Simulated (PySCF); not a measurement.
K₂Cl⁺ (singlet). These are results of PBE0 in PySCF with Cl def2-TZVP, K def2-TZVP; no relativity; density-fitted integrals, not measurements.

Harmonic bands of its minimum:

| ω (cm⁻¹) | IR (km/mol, summed over degenerate members) | degeneracy |
| --- | --- | --- |
| 37 | 84.3 | 2 |
| 152 | 0.0 | 1 |
| 257 | 97.7 | 1 |

The central atom is Cl. Infer the point group and assign the bands.

D∞h. The modes span πu + σg+ + σu+: 37 πu, 152 σg+, 257 σu+. The computed geometry has Cl–K 2.821 Å (×2); K–Cl–K 180.0°.

This need not be the most stable arrangement of these atoms.
